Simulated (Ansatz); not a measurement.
`N[Si]1(S)CBO1`, relaxed with RKS PBE-D4/def2-SVP in Ansatz from a rough embedded geometry. The force threshold is 0.03 eV/Å; the program also tests the step.

Total charge 0; spin multiplicity 1.

Start:

```xyz
12

N     1.490    0.900    1.307
Si    0.097    0.022    0.722
S    -0.545   -1.605    1.978
C     0.084   -0.310   -1.079
B    -1.194    0.610   -1.254
O    -1.182    1.031    0.191
H     2.297    0.306    1.297
H     1.637    1.715    0.645
H    -1.605   -1.890    1.037
H    -0.026   -1.343   -1.302
H     1.050    0.165   -1.528
H    -2.100    0.400   -2.013
```

```
        step  energy (eV)  largest force (eV/Å)  largest move (Å)
           1  -24038.3655                 3.369             0.000
           2  -24039.4271                 1.952             0.195
           3  -24039.6551                 1.278             0.160
           4  -24039.7791                 0.550             0.155
           5  -24039.8419                 0.363             0.200
           6  -24039.8614                 0.627             0.197
7 (rejected)  -24039.8411                 0.678             0.200
           8  -24039.8896                 0.184             0.097
           9  -24039.8974                 0.149             0.100
          10  -24039.8996                 0.125             0.043
          11  -24039.9007                 0.133             0.045
          12  -24039.9024                 0.054             0.042
          13  -24039.9028                 0.024             0.012
```

End:

```xyz
12

N     1.388    0.910    1.235
Si    0.097    0.009    0.556
S    -0.455   -1.412    2.070
C    -0.057   -0.538   -1.246
B    -1.146    0.640   -1.217
O    -1.130    1.160    0.060
H     2.090    0.504    1.853
H     1.588    1.872    0.958
H    -0.888   -2.339    1.171
H    -0.424   -1.557   -1.482
H     0.827   -0.334   -1.885
H    -1.889    1.085   -2.073
```

Run time 28 s (4 threads of an Arm Neoverse V2 on a shared host); peak host memory 0.22 GiB.
